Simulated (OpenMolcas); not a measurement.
**Computed transition rates of Cu**

| Item | Value |
| --- | --- |
| Program | OpenMolcas |
| Method | SS-CASPT2, IPEA 0.25 Eh, imaginary shift 0.1 Eh (closed shells correlated: 3s 3p) |
| Basis | ANO-RCC-VTZP [6s5p3d2f1g] |
| Scalar Hamiltonian | DKH2, point nucleus |
| Active space | 11 electrons in 6 orbitals (3d 4s) |
| State averaging | 2S+1 = 2 even, 6 roots |
| Spin-orbit coupling | RASSI with atomic mean-field integrals over the reference wave functions, term energies averaged over their components |

Rates come from the transition moments of the reference wave functions (E1 and E2 in the length form). At fixed line strength A goes as λ^-3 for E1 and M1 and as λ^-5 for E2, so a rate at the computed wavelength can be rescaled to the measured one. Measured vacuum wavelengths follow from level energies in NIST Handbook of Basic Atomic Spectroscopic Data. Branching counts decays inside the model space alone, at computed energies, and the table is only a selection of the E2 and M1 lines, drawn from those between levels with measured partners whose computed energy lies within a factor of 1.5 of the measured one.

```json
{"Upper": "3d9 4s2 2D 3/2", "Lower": "3d9 4s2 2D 5/2", "Type": "M1", "λ computed (nm)": "5022", "λ measured (nm)": "4895", "A computed (s-1)": "1.28e-01", "A rescaled (s-1)": "1.38e-01", "Branching %": "65.3"}
{"Upper": "3d9 4s2 2D 3/2", "Lower": "3d10 4s 2S 1/2", "Type": "E2", "λ computed (nm)": "646.6", "λ measured (nm)": "755", "A computed (s-1)": "6.82e-02", "A rescaled (s-1)": "3.14e-02", "Branching %": "34.7"}
{"Upper": "3d9 4s2 2D 5/2", "Lower": "3d10 4s 2S 1/2", "Type": "E2", "λ computed (nm)": "742.2", "λ measured (nm)": "892.7", "A computed (s-1)": "3.42e-02", "A rescaled (s-1)": "1.36e-02", "Branching %": "100.0"}
```

The largest correction is for 3d9 4s2 2D 5/2 → 3d10 4s 2S 1/2 (E2): 3.42e-02 × (742.2 / 892.7)^5 = 1.36e-02 s-1, a factor of 0.40.

No measured rate stands beside these. Rescaling mends the energy factor alone: line strengths can still be far off where a level mixes with configurations outside the active space, and weak or spin-changing lines hang on small mixing coefficients that depend on the term gaps too, so rescaling need not improve them.

Over all roots computed the reference weight is 0.80 to 0.89; the roots of lowest weight are the least certain, and an intruder state may touch them. A single d shell beside an s shell can misplace configurations of different d count against each other. Measured partners are found by configuration, term and J. A level has none where our copy of the source lacks it or the pairing is in doubt (some pairs that miss far off the trend of their configuration count as doubtful). Only configurations of the active space appear.
